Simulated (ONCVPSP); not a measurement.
**Which change was made? (Si, ONCV)**

silicon, optimised norm-conserving Vanderbilt (ONCV), made with ONCVPSP 4.0.1 (PBE, scalar-relativistic). Core [Ne], reference 3s2 3p2. Waves: 3s: rc 2.00 bohr, ncon 5, nbas 8, qcut 3.2 1/bohr, 3 projectors, debl 3.7 Ha; 3p: rc 2.40 bohr, ncon 4, nbas 7, qcut 4.1 1/bohr, 2 projectors, debl 0.5 Ha; d scattering state at 0.06 Ha: rc 1.95 bohr, ncon 3, nbas 7, qcut 5.4 1/bohr, 2 projectors, debl 0.5 Ha. Local part: polynomial inside 1.55 bohr (lpopt 5, dvloc0 2 Ha). Core correction: Teter function fitted to the true core (icmod 2), fcfact 0.6.

Cutoffs, loose and tight: the cutoffs (Ha) at which the residual kinetic energy of the hardest occupied pseudo-wave falls to 1 and 0.1 mHa per electron. They do not see the model core or the augmentation charge, which bear on the density cutoff. Test errors are all-electron minus pseudo excitation energies from the reference, over the configurations 3s2 3p1; 3s2 3p0; 3s1 3p0; 3s2 3p1.5; variants that change the core or the reference have their own tests.

The base gives: outcome: generated; cutoff, loose: 17 Ha; cutoff, tight: 36 Ha; bound ghosts: none; GHOST(+) flags above zero: none; largest test error (meV): +65.

(1) After one change the result is: outcome: generated; cutoff, loose: 14 Ha; cutoff, tight: 32 Ha; bound ghosts: none; GHOST(+) flags above zero: s; largest test error (meV): +48. Which change was it?
A. all radii but the core radius scaled by about 0.78 (s 1.56, p 1.86, d 1.52 bohr); local potential polynomial inside 1.20 bohr (lpopt 5, dvloc0 2 Ha)
B. all radii but the core radius scaled by about 1.18 (s 2.36, p 2.84, d 2.30 bohr); local potential polynomial inside 1.84 bohr (lpopt 5, dvloc0 2 Ha)
C. all radii but the core radius scaled by about 0.90 (s 1.80, p 2.16, d 1.74 bohr); local potential polynomial inside 1.38 bohr (lpopt 5, dvloc0 2 Ha)
D. all radii but the core radius scaled by about 1.07 (s 2.14, p 2.58, d 2.10 bohr); local potential polynomial inside 1.66 bohr (lpopt 5, dvloc0 2 Ha)

## Answers

(1) D. The others give: all radii but the core radius scaled by about 0.78 (s 1.56, p 1.86, d 1.52 bohr); local potential polynomial inside 1.20 bohr (lpopt 5, dvloc0 2 Ha) → outcome: generated; cutoff, loose: 14 Ha; cutoff, tight: 52 Ha; bound ghosts: s; GHOST(+) flags above zero: s; largest test error (meV): +85 | all radii but the core radius scaled by about 0.90 (s 1.80, p 2.16, d 1.74 bohr); local potential polynomial inside 1.38 bohr (lpopt 5, dvloc0 2 Ha) → outcome: generated; cutoff, loose: 16 Ha; cutoff, tight: 40 Ha; bound ghosts: none; GHOST(+) flags above zero: s; largest test error (meV): +81 | all radii but the core radius scaled by about 1.18 (s 2.36, p 2.84, d 2.30 bohr); local potential polynomial inside 1.84 bohr (lpopt 5, dvloc0 2 Ha) → outcome: generated; cutoff, loose: 10 Ha; cutoff, tight: 26 Ha; bound ghosts: none; GHOST(+) flags above zero: s; largest test error (meV): +12.
